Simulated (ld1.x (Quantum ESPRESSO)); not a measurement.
Ru (Z = 44), TM: configuration errors across variants

| Item | Value |
| --- | --- |
| Element | ruthenium |
| Generator | ld1.x (Quantum ESPRESSO) 7.5 |
| Type | norm-conserving Troullier–Martins (Kleinman–Bylander form) |
| Functional | PBE |
| Relativity | fully relativistic |
| Frozen core | [Kr] |
| Valence charge | 8 |
| Reference configuration | 4d6 5s0 5p0 (charge +2) |
| Partial waves | 5p (bound, empty): rc 2.10 bohr; 4d (bound): rc 1.35 bohr; 4f channel at -0.05 Ry: rc 1.90 bohr; 5s (bound, empty): rc 1.95 bohr |
| Local potential | the s channel |
| Core correction | none |

Open shells are filled in proportion to 2j + 1 (rel_dist='average').

All-electron excitation energies from the reference (eV): (1) 4d7 5s1 5p0 -25.479; (2) 4d7 5s0 5p0 -18.186; (3) 4d5 5s0 5p0 30.620; (4) 4d6 5s2 5p0 -23.779; (5) 4d7 5s0.5 5p0 -22.616; (6) 4d6 5s1 5p1 -19.830; (7) 4d6 5s1 5p0 -15.367.

3 further variants failed, have other tests or another functional or relativity, and are left out.

A true bound ghost makes a file unfit for plane-wave use even where its test errors are small: the radial tests pick states by their node count and pass the ghost by.

Errors AE − PS in meV (a dash: test not solved or not reliable):

```csv
change,(1),(2),(3),(4),(5),(6),(7),bound ghosts
base,+56,-74,-131,+168,-11,+114,+61,"p3/2, p1/2"
"all radii scaled by about 1.30 (s 2.54, p 2.74, d 1.76, f 2.48 bohr)",+30,-91,-147,+138,-31,+99,+52,none
local potential all-electron potential smoothed inside 1.10 bohr (lloc = -1),+134,-6.7,-41,+181,+63,+122,+65,"s, p1/2, p3/2"
wave 5p (bound): rc 2.10 bohr becomes 5p (bound): rc 1.80 bohr,+56,-74,-131,+168,-11,+109,+61,"p3/2, p1/2"
wave 4d (bound): rc 1.35 bohr becomes 4d (bound): rc 1.38 bohr,+56,-74,-131,+168,-11,+114,+61,"p3/2, p1/2"
core correction a·sin(br)/r model core inside 1.64 bohr,-81,-127,-216,-6.4,-105,-3.9,-5.0,"p3/2, p1/2"
wave 4f channel at -0.05 Ry: rc 1.90 bohr becomes 4f channel at -0.05 Ry: rc 1.20 bohr,+56,-74,-131,+168,-11,+114,+61,"p3/2, p1/2"
wave 4f channel at -0.05 Ry: rc 1.90 bohr becomes 4f channel at 2.04 Ry: rc 1.90 bohr,+56,-74,-131,+168,-11,+114,+61,"p3/2, p1/2"
```

Give the same row for: wave 5s (bound): rc 1.95 bohr becomes 5s (bound): rc 2.16 bohr.

+37, -87, -145, +146, -27, +107, +54; bound ghosts: p1/2, p3/2.
